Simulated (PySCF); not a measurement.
Compound: B₃H₃O₃.
SMILES with atom numbers: `[BH:1]1[O:2][BH:3][O:4][BH:5][O:6]1` (hydrogens: H7 on B1; H8 on B3; H9 on B5)

Level of theory: PBE0-D3(BJ)/def2-SVP geometry optimisation, gas phase in PySCF.

Problem. What internal coordinates does the optimisation give?

Solution. 
```
                  bond  length (bohr)   order
B1–O2 and 5 like bonds          2.590  single
   B1–H7, B3–H8, B5–H9          2.271  single
```

Bonds in one row agree within 0.02 bohr and their mean is given. Orders are formal, as drawn. A selection of angles:
```
   angle  degrees
O2–B1–O6    119.3
O2–B1–H7    120.4
B1–O2–B3    120.6
```

Torsions: O6–B1–O2–B3 0° (synperiplanar); B1–O2–B3–O4 0° (synperiplanar); O2–B3–O4–B5 0° (synperiplanar); B3–O4–B5–O6 0° (synperiplanar); O4–B5–O6–B1 0° (synperiplanar); O2–B1–O6–B5 0° (synperiplanar).

B1 (three-coordinate boron) is planar (angles 120.4°, 120.3° and 119.3°, sum 360.0°, 0.00 Å off the plane of its three neighbours). The 6-membered ring B1–O2–B3–O4–B5–O6 has internal angles of 119.3° to 120.6° (sum 720°, against 720° for a flat polygon); it is planar, 0.00 Å rms from its mean plane, widest ring torsion 0°. The 6 heavy atoms lie in one plane (0.001 Å rms). All 6 B–O bonds measure 1.370 to 1.371 Å.

Point group: D3h (tolerance 0.08 Å). Whether it is a minimum is left open (no frequencies).
